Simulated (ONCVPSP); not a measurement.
Before and after: ONCV potential for lanthanum

lanthanum, optimised norm-conserving Vanderbilt (ONCV), made with ONCVPSP 4.0.1 (LDA (Perdew-Wang 92), scalar-relativistic). Core [Kr] 4d10, reference 5s2 5p6 5d1 6s2. Waves: 5s+6s: rc 2.95 bohr, ncon 3, nbas 8, qcut 4.3 1/bohr, 2 projectors; 5p: rc 2.20 bohr, ncon 4, nbas 8, qcut 6.5 1/bohr, 1 projector; 5d: rc 2.20 bohr, ncon 4, nbas 7, qcut 4.9 1/bohr, local; f scattering state at 0.05 Ha: rc 2.95 bohr, ncon 5, nbas 8, qcut 4.1 1/bohr, 1 projector. Local part: the d channel. Core correction: Teter function fitted to the true core (icmod 2), fcfact 0.2.

In the f channel the program set the typed energies aside and used -0.169 Ha.

Change: functional revPBE. In the f channel the program set the typed energies aside and used -0.159 Ha.

Cutoffs: the cutoffs (Ha) at which the residual kinetic energy of the hardest occupied pseudo-wave falls to 1 and 0.1 mHa per electron; they do not see the model core or the augmentation charge, which bear on the density cutoff. Errors are all-electron minus pseudo energies relative to the spin-unpolarised reference configuration.

What does the change do?

The potential gets neither clearly harder nor softer (13 Ha and 16 Ha → 13 Ha and 16 Ha); of the 4 tests that both files solve, the error grows in 1 and shrinks in 0 by more than 15 % and 0.3 meV (median size 8.5 → 9.9 meV); neither file shows a bound ghost.

```tsv
quantity	base	changed
cutoff, loose	13 Ha	13 Ha
cutoff, tight	16 Ha	16 Ha
loose cutoff by channel	s 4.2 Ha, p 13 Ha, d 5.7 Ha	s 4.5 Ha, p 13 Ha, d 5.6 Ha
bound ghosts	none	none
GHOST(+) flags under 300 eV	none	none
error for 5s2 5p6 5d1 6s1, meV [ΔE 6.16 → 5.90 eV]	-1.7	-1.8
error for 5s2 5p6 5d1 6s0, meV [ΔE 17.30 → 16.66 eV]	-10	-10
error for 5s2 5p6 5d0 6s0, meV [ΔE 36.40 → 35.55 eV]	+6.7	+9.6
error for 4f1 5s2 5p6 5d0 6s1, meV [ΔE 6.32 → 6.15 eV]	+1366	+1420
s: phases at 3.00 bohr within 0.05 rad from the reference energy up to (Ha; the scan ends near 5)	1.1	1.2
p: phases at 2.24 bohr within 0.05 rad from the reference energy up to (Ha; the scan ends near 5)	0.2	0.3
d: phases at 2.24 bohr within 0.05 rad from the reference energy up to (Ha; the scan ends near 5)	2.2	2.3
f: phases at 3.00 bohr within 0.05 rad from the reference energy up to (Ha; the scan ends near 5)	0.0	0.0
rms error of d²Exc/dni dnj with the model core, mHa	0.78	1.74
```

Base: These tests converged, but a pseudo level misses the all-electron one widely, so the file describes the atom poorly there or has found another state: 4f1 5s2 5p6 5d0 6s1: 4f by 2.5 eV. Changed file: These tests converged, but a pseudo level misses the all-electron one widely, so the file describes the atom poorly there or has found another state: 4f1 5s2 5p6 5d0 6s1: 4f by 2.5 eV.
